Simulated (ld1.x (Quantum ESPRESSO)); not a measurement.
**Configuration tests for Zr (Z = 40) (PAW)**

* Element: Zr
* Generator: ld1.x (Quantum ESPRESSO) 7.5
* Type: PAW
* Functional: PBEsol
* Relativity: scalar-relativistic
* Frozen core: [Ar] 3d10
* Valence charge: 12
* Reference configuration: 4s2 4p6 4d2 5s1 5p0 (charge +1)
* Partial waves: 4s (bound): rcut 2.05, rcutus 2.25 bohr; 5s (bound): rcut 2.05, rcutus 2.25 bohr; 4p (bound): rcut 1.80, rcutus 2.20 bohr; 5p (bound, empty): rcut 1.80, rcutus 2.20 bohr; 4d (bound): rcut 2.15, rcutus 2.65 bohr; 4d channel at -0.45 Ry: rcut 2.15, rcutus 2.65 bohr
* Local potential: all-electron potential smoothed inside 2.30 bohr (lloc = -1)
* Core correction: Bessel-smoothed model core inside 1.50 bohr
* Augmentation charge: BG, radius 1.85 bohr

Energies are relative to the spin-unpolarised reference configuration 4s2 4p6 4d2 5s1 5p0; without spin polarisation the order of configurations can differ from experiment. Not all tests gave a result: test run stopped at test 4 of 7 (negative rho).

Its overlap operator is not positive definite in a basis up to 400 Ry (lowest eigenvalue s -0.02), so the file is unfit for use: the generalised eigenproblem breaks down once the basis is large enough, and its test numbers describe a broken file.

```json
{"valence configuration": "4s2 4p6 4d2 5s2 5p0", "charge": "0", "ΔE all-electron (eV)": "-7.171", "error AE − PS (meV)": "+24"}
{"valence configuration": "4s2 4p6 4d2 5s0 5p0", "charge": "+2", "ΔE all-electron (eV)": "12.909", "error AE − PS (meV)": "+27"}
{"valence configuration": "4s2 4p6 4d1 5s0 5p0", "charge": "+3", "ΔE all-electron (eV)": "35.494", "error AE − PS (meV)": "-1.2"}
```

The ghost test of this file was not conclusive.
